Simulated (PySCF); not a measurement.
# IrH3: umbrella curve

Computed with PBE0/[Ir def2-TZVP with ECP60, H def2-TZVP], scalar-relativistic core potentials, density fitting, no spin–orbit coupling, PySCF.

Rigid scan from the singlet minimum (Ir–H 1.532 Å (×3); H–Ir–H 89.5° (×3)). Coordinate: angle between each bond and the threefold axis, bonds fixed. Energies in kJ/mol from the minimum.

**Question.** Predict the curve at 55, 60, 65, 70, 75, 80, 85, 90.

**Answer.** 
```json
{"angle of the bonds to the threefold axis (°)": "55", "E (kJ/mol)": "0.1", "dipole size (D)": "2.06"}
{"angle of the bonds to the threefold axis (°)": "60", "E (kJ/mol)": "6.8", "dipole size (D)": "1.88"}
{"angle of the bonds to the threefold axis (°)": "65", "E (kJ/mol)": "24.0", "dipole size (D)": "1.65"}
{"angle of the bonds to the threefold axis (°)": "70", "E (kJ/mol)": "51.6", "dipole size (D)": "1.41"}
{"angle of the bonds to the threefold axis (°)": "75", "E (kJ/mol)": "88.1", "dipole size (D)": "1.16"}
{"angle of the bonds to the threefold axis (°)": "80", "E (kJ/mol)": "129.2", "dipole size (D)": "0.88"}
{"angle of the bonds to the threefold axis (°)": "85", "E (kJ/mol)": "165.7", "dipole size (D)": "0.51"}
{"angle of the bonds to the threefold axis (°)": "90", "E (kJ/mol)": "181.5", "dipole size (D)": "0.00"}
```

With the bonds held, the planar shape lies 181.5 kJ/mol from the minimum.

No spin–orbit coupling is included, which matters more the heavier the element.
